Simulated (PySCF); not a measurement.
`C[C@@H]1c2[cH+]c2[C@H]1F`, [C6H6F]+, charge +1

Geometry:
```csv
atom,x (Å),y (Å),z (Å)
C1,-1.562,-0.750,0.206
C2,-0.394,-0.005,-0.508
C3,0.857,-0.787,-0.475
C4,2.177,-0.577,-0.333
C5,1.706,0.725,-0.214
C6,0.313,1.213,0.060
F7,-0.069,2.442,-0.392
H8,-2.124,-1.456,-0.443
H9,-2.285,0.064,0.430
H10,-1.133,-1.248,1.118
H11,-0.563,0.097,-1.559
H12,3.165,-0.912,-0.442
H13,0.116,1.221,1.196
```

Total charge +1.

The calculation used PySCF, GIAO BHandHLYP/pcSseg-1 magnetisability, rotational g tensor and spin-rotation constants, non-relativistic, gas phase. Geometry: GFN2-xTB, normal-mode sample at 300 K.

For an ion the centre-of-mass motion in the field is neglected.

(1) Give the nuclear spin-rotation constants along the inertial axes (H = +C I·J) beside the isotropic shieldings.

## Answers

(1) Rotational constants 3.3878, 3.1651, 1.7544 GHz. A star marks the isotopologue with that one atom substituted, in its own axes.
| atom | isotope | Caa (kHz) | Cbb (kHz) | Ccc (kHz) | mean (kHz) | σ (ppm) |
| --- | --- | --- | --- | --- | --- | --- |
| F7 | 19F | 2.655 | 1.922 | 1.482 | 2.020 | 338.5 |
| H8 | 1H | -0.400 | -0.084 | -0.118 | -0.201 | 27.9 |
| H9 | 1H | 0.043 | -0.346 | -0.215 | -0.173 | 28.4 |
| H10 | 1H | -0.306 | -0.322 | -0.069 | -0.232 | 28.9 |
| H11 | 1H | -0.338 | -0.435 | 0.029 | -0.248 | 27.1 |
| H12 | 1H | 0.238 | -0.333 | -0.219 | -0.105 | 23.0 |
| H13 | 1H | -0.290 | -0.362 | 0.026 | -0.209 | 24.9 |
| C1 | 13C* | 0.514 | 0.440 | 0.263 | 0.405 | 160.8 |
| C2 | 13C* | 0.816 | 0.630 | 0.182 | 0.543 | 138.4 |
| C3 | 13C* | 4.566 | 2.209 | 0.220 | 2.332 | -219.1 |
| C4 | 13C* | 0.372 | 1.135 | 0.376 | 0.627 | 104.9 |
| C5 | 13C* | 5.937 | 2.102 | 0.166 | 2.735 | -294.6 |
| C6 | 13C* | 1.019 | 0.722 | 0.266 | 0.669 | 107.0 |

For the geometry as given, no vibrational averaging.
